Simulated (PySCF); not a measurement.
A mixed set of molecules.

All values: PBE0/def2-SVPD (PySCF) at GFN2-xTB geometries, gas phase, one conformer each. Core orbitals are frozen in the response; Δα² is half the sum of the squared differences of the principal polarisabilities.

Question: Rank by HOMO–LUMO gap, lowest first.
A. `C[C@@H](F)[SiH2]C[SiH2]F`
B. `C1(CS(=O)(C1)=O)S[SiH3]`
C. `CS[SiH2]C1CCC1`

Answer: C (6.80 eV), B (7.05 eV), A (8.48 eV).

Question: Rank by dipole moment, lowest first.
A. `[CH3:1][C@@H:2]([F:3])[SiH2:4][CH2:5][SiH2:6][F:7]` with C1–C2–Si4–C5 -56°, C2–Si4–C5–Si6 -51°, Si4–C5–Si6–F7 -171°
B. `[CH3:1][S:2][SiH2:3][CH:4]1[CH2:5][CH2:6][CH2:7]1` with C1–S2–Si3–C4 -178°, S2–Si3–C4–C5 -74°, Si3–C4–C5–C6 -128°, C4–C5–C6–C7 9°, C5–C6–C7–C4 -9°, Si3–C4–C7–C6 130°
C. `[F:1][C@@H:2]1[C@H:3]([SiH3:4])[CH2:5][S:6][Si@H:7]1[F:8]` with F1–C2–C3–Si4 45°, C2–C3–C5–S6 -53°, C3–C5–S6–Si7 36°, C5–S6–Si7–F8 -125°

Answer: B (1.14 D), C (1.81 D), A (2.85 D).

All values together:

```tsv
SMILES	formula	μ (D)	HOMO (eV)	LUMO (eV)	α (Å³)	Δα (Å³)	electrons	α per electron (Å³)
F[C@@H]1[C@H]([SiH3])CS[Si@H]1F	C3H8F2SSi2	1.81	-7.42	-0.47	15.57	5.21	88	0.177
O=S1(=O)CC(S[SiH3])C1	C3H8O2S2Si	2.91	-7.20	-0.15	15.42	3.96	88	0.175
CS[SiH2]C1CCC1	C5H12SSi	1.14	-6.64	0.16	15.69	6.19	72	0.218
C[C@@H](F)[SiH2]C[SiH2]F	C3H10F2Si2	2.85	-8.37	0.11	13.06	2.05	74	0.177
```

Conformers: `[F:1][C@@H:2]1[C@H:3]([SiH3:4])[CH2:5][S:6][Si@H:7]1[F:8]` with F1–C2–C3–Si4 45°, C2–C3–C5–S6 -53°, C3–C5–S6–Si7 36°, C5–S6–Si7–F8 -125°; `[O:1]=[S:2]1(=[O:3])[CH2:4][CH:5]([S:6][SiH3:7])[CH2:8]1` with C4–C5–S6–Si7 56°, O1–S2–C4–C5 -127°, S2–C4–C5–S6 -104°, C4–C5–C8–S2 -17°, O1–S2–C8–C5 127°; `[CH3:1][S:2][SiH2:3][CH:4]1[CH2:5][CH2:6][CH2:7]1` with C1–S2–Si3–C4 -178°, S2–Si3–C4–C5 -74°, Si3–C4–C5–C6 -128°, C4–C5–C6–C7 9°, C5–C6–C7–C4 -9°, Si3–C4–C7–C6 130°; `[CH3:1][C@@H:2]([F:3])[SiH2:4][CH2:5][SiH2:6][F:7]` with C1–C2–Si4–C5 -56°, C2–Si4–C5–Si6 -51°, Si4–C5–Si6–F7 -171°.
